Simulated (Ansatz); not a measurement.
Reaction (ligand exchange at a Ge–Cl bond): `[SiH3][CH2][GeH2][Cl]` + H–F → `[F][GeH2][CH2][SiH3]` + HCl

Calculated with Ansatz (gas phase, PBE0-D4/def2-TZVP geometries, no zero-point term in ΔE). CCSD(T)/CBS adds triple-zeta CCSD(T) − MP2 to the extrapolated MP2 energy (def2 sets, frozen cores). This one scheme is used for every species. Functionals use def2-TZVPP. For Ge outer-core shells are correlated without core-valence functions, which leaves a few kJ/mol of doubt a bond. Scalar relativity is left out up to krypton. One conformer a species, not always the lowest.

Q: Is it downhill or uphill in electronic energy at CCSD(T)/CBS, and by how much? (Estimate.)

A: The calculation gave: Uphill: ΔE = +4.6 kcal/mol.

Q: What do these levels give: r2SCAN-D4, ωB97X-V, SCS-MP2/def2-TZVPP, CCSD(T)/def2-TZVPP, MP2/CBS(def2), CCSD/CBS(def2)? (An estimate is asked.)

A: Computed: r2SCAN-D4 2.9, ωB97X-V 2.6, SCS-MP2/def2-TZVPP 3.3, CCSD(T)/def2-TZVPP 3.6, MP2/CBS(def2) 6.0, CCSD/CBS(def2) 4.3 kcal/mol.

Largest T1 diagnostic among the species: 0.011.

The D4 term adds +1.7 kcal/mol with B3LYP and +0.9 kcal/mol with PBE0; it sums over pairs of atoms, weighted by their polarisabilities, and B3LYP, whose exchange is more repulsive, gets the larger term. From PBE to PBE0 (25 % exact exchange), in def2-TZVPP and without D4, ΔE moves by +1.1 kcal/mol.

B3LYP here is the variant with VWN-RPA as its local correlation; programs differ in this.
